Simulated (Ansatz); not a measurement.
Job for Ansatz (a quantum-chemistry and plane-wave program): R-wB97M-V/def2-TZVPP on AsF2H2In (SMILES [F][In]([F])[AsH2]), a point of a torsion scan. Elements past Kr take the def2 small-core potentials; no spin–orbit coupling.

Ansatz 0.2 input:
```yaml
crystal:
  periodic: [false, false, false]
  atoms:
    - {symbol: F, position_ang: [-2.34688482, -1.62983785, 0.07725666]}
    - {symbol: In, position_ang: [-0.98691272, -0.15442609, 0.05208833]}
    - {symbol: F, position_ang: [-1.64650083, 1.66781738, -0.49560030]}
    - {symbol: As, position_ang: [1.53008705, -0.41076017, 0.65709548]}
    - {symbol: H, position_ang: [1.79634004, -0.72090014, -0.79550399]}
    - {symbol: H, position_ang: [1.68558196, 1.05165016, 0.35592673]}
basis:
  gaussian:
    orbitals: def2-TZVPP
hamiltonian:
  xc: {name: wB97M-V}
scf: {lower_state_search: off}
```

The log:

```
WARN ansatz: RAYON_NUM_THREADS=1 ignored (pool sized by the plan → 1); use --threads N
Functional definition: wB97M-V
these checks for a lower state are left out or cut short: stability, starts, cluster_reference, orbital_swaps, neighbouring_geometries, increment
integrals: 0.16 GiB planned
1258 factors; their error is unknown
integrals: 0.19 GiB planned
239 factors; integrals over basis functions are off by at most 5.2e-5 eV
mean field: 1.28 GiB planned
mean field evaluation 1: about -71473.5778 eV, gradient 5.9e1 eV
mean field evaluation 2: about -71466.3855 eV, gradient 9.7e1 eV
mean field evaluation 4: about -71479.6600 eV, gradient 1.7e0 eV
mean field evaluation 8: about -71479.6679 eV, gradient 1.1e-1 eV
mean field evaluation 16: about -71479.8541 eV, gradient 1.2e-4 eV
mean field -71479.85406753 eV, -2626.8361861963 hartree, gradient 9.9e-6 eV, S^2 0.000000; 0 other end points of the search recorded, 0 dependent functions left out
reference -71479.85414449 eV, -2626.8361890247 hartree; 37, 37 occupied and 151, 151 virtual orbitals, 1258 factors
Total energy: -71479.85414449 eV, -2626.8361890247 hartree
Checks for a lower state left out: stability, starts, cluster_reference, orbital_swaps, neighbouring_geometries, increment
```

The calculation finished and met its thresholds.

Cost: very roughly 21 core-seconds.
